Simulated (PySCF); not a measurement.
## Electron correlation in Si⁺ (silicon, charge +1)

[Ne] 3s2 3p1, 2P determinant. Calculation: PySCF 2.14, in def2-SVP (4s3p1d, 18 functions); the non-relativistic Hamiltonian (point nucleus). Frozen: [Ne]; 3 electrons correlated.

MP2 pair energies summed by pair of shells (mhartree):

```json
{"pair": "3s-3s", "energy": "-20.78", "share (%)": "59.0"}
{"pair": "3s-3p", "energy": "-14.45", "share (%)": "41.0"}
```

Total MP2 correlation energy: -35.22 mhartree.

Same-spin part -2.15 and opposite-spin part -33.08 mhartree; SCS-MP2 scales them by 1/3 and 6/5 to -40.41 mhartree.

```json
{"level": "CCSD", "correlation energy (mhartree)": "-53.01"}
{"level": "(T)", "correlation energy (mhartree)": "-0.66"}
{"level": "CCSD(T)", "correlation energy (mhartree)": "-53.67"}
```

Diagnostics: T1 = 0.012, D1 = 0.0255, largest double amplitude 0.112.

Task: Is a single reference adequate?

Result: Mostly. T1 lies below 0.03, but a double amplitude of this size points to a near-degeneracy that CCSD handles and MP2 describes poorly.
